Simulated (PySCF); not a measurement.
A scan of RuH with bad points

PBE0; basis H def2-TZVPPD, Ru def2-TZVPPD with ECP28; scalar-relativistic core potentials; PySCF 2.14; quartet, unpaired electrons π ↑, δ ↑↑ requested.

| R (Å) | E (eV) | ⟨S²⟩ | ⟨Lz²⟩ | μ (D) |
| --- | --- | --- | --- | --- |
| 1.419 | 0.294 | 3.77 | 1.49 | 2.02 |
| 1.482 | 0.109 | 3.77 | 1.53 | 2.14 |
| 1.530 | 0.033 | 3.77 | 1.56 | 2.23 |
| 1.577 | 0.000 | 3.77 | 1.59 | 2.33 |
| 1.624 | 0.001 | 3.77 | 1.62 | 2.42 |
| 1.687 | 0.046 | 3.77 | 1.65 | 2.54 |
| 1.766 | 0.152 | 3.77 | 1.68 | 2.68 |
| 1.861 | 13.365 | 4.33 | 5.84 | 5.98 |

The run flagged 1.861 Å: there the SCF either missed its threshold or ended in another occupation than the one requested, so the fit leaves that out.
